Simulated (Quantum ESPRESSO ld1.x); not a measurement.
The numbers below are computed, except where a source is named.
Task: All-electron atom: the potassium ion K2+ in [Ne] 3s2 3p5. Level of theory: scalar-relativistic Kohn-Sham, LDA (Slater exchange, Perdew-Zunger correlation), spin-polarised, spherical densities, point nucleus; open shells are filled with parallel spins first (ld1.x of Quantum ESPRESSO 7.5). Some entries of the table are withheld. Estimate them.

| orbital | occ. | eigenvalue (hartree) | <r> (bohr) | <r^2> (bohr^2) |
|---|---|---|---|---|
| 1s up | 1 | -129.932 | 0.08124 | 0.008878 |
| 1s down | 1 | -129.922 | 0.08124 | 0.008877 |
| 2s up | 1 | -13.8080 | (1) | 0.1793 |
| 2s down | 1 | -13.7973 | (2) | 0.1791 |
| 2p up | 3 | -11.1577 | 0.3509 | (3) |
| 2p down | 3 | -11.1444 | 0.3508 | (4) |
| 3s up | 1 | -2.08412 | 1.233 | 1.753 |
| 3s down | 1 | -2.04299 | 1.237 | 1.766 |
| 3p up | 3 | -1.46127 | 1.350 | (5) |
| 3p down | 2 | -1.42272 | 1.359 | (6) |

Result: 
(1) 2s up <r> (bohr): 0.3889
(2) 2s down <r> (bohr): 0.3887
(3) 2p up <r^2> (bohr^2): 0.1528
(4) 2p down <r^2> (bohr^2): 0.1527
(5) 3p up <r^2> (bohr^2): 2.139
(6) 3p down <r^2> (bohr^2): 2.169
